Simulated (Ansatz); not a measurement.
Isolated molecules relaxed with PBE0-D4/def2-TZVP in Ansatz; ΔE leaves out vibrations. CCSD(T)/CBS adds triple-zeta CCSD(T) − MP2 to the extrapolated MP2 energy (def2 sets, frozen cores). This one scheme is used for every species. DFT in def2-TZVPP. HSE06 is defined as in plane-wave codes. One conformer a species, not always the lowest.

Reaction (ligand exchange at the Si–C bond): `SC[SiH2]S` + `[OH][AlH2]` → `[AlH2][O][SiH2]S` + CH₃SH

```json
{"level": "PBE", "ΔE (kcal/mol)": "-25.7"}
{"level": "HSE06", "ΔE (kcal/mol)": "-27.3"}
```

Question: What does CCSD(T)/CBS give? (An estimate is asked.)

Answer: Ansatz gave: -28.3 kcal/mol. The listed levels differ from it by 2.6, 1.0 kcal/mol.

Largest T1 diagnostic among the species: 0.012.

From BLYP to BHLYP (50 % exact exchange), in def2-TZVPP and without D4, ΔE moves by −2.9 kcal/mol. Leaving LDA and LC-ωPBE aside and taking each functional with its dispersion term where it has one, the values, not all of them listed here, spread over 7.0 kcal/mol, from BHLYP-D4 to revPBE-D4. LDA lies +1.6 kcal/mol from PBE without D4.
